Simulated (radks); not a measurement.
Results of a calculation; reference values are marked as such.
Ionisation of the osmium ion Os+, [Xe] 4f14 5d6 6s1, to Os2+, [Xe] 4f14 5d6, under several functionals. Scalar-relativistic Kohn-Sham, spin-unpolarised, spherical densities, finite nucleus; a radial shooting solver on a logarithmic mesh with Libxc functionals.

functional	E(Os+) (hartree)	Exc (hartree)	IE (eV)	-e(HOMO) (eV)	<r> HOMO (bohr)	IE error (eV)
exchange-only r2SCAN	-17247.6587	-333.8160	15.591	12.030	2.831	-1.409
LDA (Slater exchange, Perdew-Zunger correlation)	-17240.5448	-328.0976	17.277	13.470	2.762	+0.277
TASK exchange with Perdew-Wang LDA correlation	-17250.0895	-335.7371	16.096	13.051	2.703	-0.904
exchange-only PBE	-17245.8466	-333.3170	16.230	12.408	2.831	-0.770
PBE	-17250.3730	-337.9101	16.909	13.136	2.781	-0.091
PW91	-17252.0685	-339.6091	16.989	13.214	2.778	-0.011
B86b exchange with PBE correlation	-17251.6519	-339.1891	16.938	13.166	2.777	-0.062

NIST Atomic Spectra Database: 17 eV (semi-empirical). Closest: PW91. The Delta-SCF values span 1.69 eV, the total energies 11.52 hartree. The highest occupied level is 6s. Spin polarisation and multiplet splitting are left out, so open shells lie too high by an amount that depends on their filling. Spin-orbit splitting is averaged out at the scalar-relativistic level.

Beside tabulated values, note that spin-unpolarised runs miss the spin-polarisation part of the exchange energy of open shells.
